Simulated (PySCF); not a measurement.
C3H10OSi.

```xyz
15

Si     0.8712    -0.6146    -0.0715
O      2.0516     0.4591    -0.5851
C     -0.7133     0.2739     0.4593
C     -1.7892    -0.7345     0.8884
C     -1.2138     1.2197    -0.6417
H      0.5968    -1.4866    -1.2462
H      1.3643    -1.4491     1.0707
H      2.4373     1.0363     0.0837
H     -0.4396     0.8829     1.3435
H     -2.7017    -0.2205     1.2360
H     -1.4443    -1.3866     1.7076
H     -2.0838    -1.3851     0.0472
H     -0.4349     1.9363    -0.9459
H     -1.5104     0.6556    -1.5426
H     -2.0955     1.7936    -0.3085
```

Geometry: B3LYP-D3(BJ)/def2-SVP. One conformer was computed; it need not be the lowest.

Level of theory: PBE/pcSseg-1 run with PySCF. Non-relativistic, no solvent.

Computed absolute GIAO shielding of each atom: isotropic value and principal components (ppm):
```json
[
 {"atom": "Si1", "σ(iso)": "337.2", "σ11": "283.0", "σ22": "328.6", "σ33": "400.0", "span": "117.0"},
 {"atom": "O2", "σ(iso)": "306.8", "σ11": "278.1", "σ22": "312.5", "σ33": "329.6", "span": "51.4"},
 {"atom": "C3", "σ(iso)": "158.6", "σ11": "152.0", "σ22": "156.4", "σ33": "167.4", "span": "15.4"},
 {"atom": "C4", "σ(iso)": "164.0", "σ11": "150.2", "σ22": "156.6", "σ33": "185.0", "span": "34.7"},
 {"atom": "C5", "σ(iso)": "160.4", "σ11": "149.4", "σ22": "151.6", "σ33": "180.3", "span": "30.9"},
 {"atom": "H6", "σ(iso)": "26.7", "σ11": "23.4", "σ22": "25.9", "σ33": "30.8", "span": "7.4"},
 {"atom": "H7", "σ(iso)": "26.1", "σ11": "22.3", "σ22": "25.3", "σ33": "30.5", "span": "8.2"},
 {"atom": "H8", "σ(iso)": "30.9", "σ11": "23.4", "σ22": "26.3", "σ33": "43.1", "span": "19.6"},
 {"atom": "H9", "σ(iso)": "30.4", "σ11": "26.8", "σ22": "28.8", "σ33": "35.5", "span": "8.7"},
 {"atom": "H10", "σ(iso)": "30.1", "σ11": "26.2", "σ22": "27.7", "σ33": "36.4", "span": "10.2"},
 {"atom": "H11", "σ(iso)": "30.2", "σ11": "25.7", "σ22": "28.0", "σ33": "36.9", "span": "11.2"},
 {"atom": "H12", "σ(iso)": "30.6", "σ11": "27.0", "σ22": "28.7", "σ33": "36.2", "span": "9.2"},
 {"atom": "H13", "σ(iso)": "29.6", "σ11": "24.7", "σ22": "28.6", "σ33": "35.5", "span": "10.8"},
 {"atom": "H14", "σ(iso)": "30.4", "σ11": "27.2", "σ22": "28.2", "σ33": "36.0", "span": "8.8"},
 {"atom": "H15", "σ(iso)": "30.0", "σ11": "26.0", "σ22": "27.7", "σ33": "36.4", "span": "10.4"}
]
```
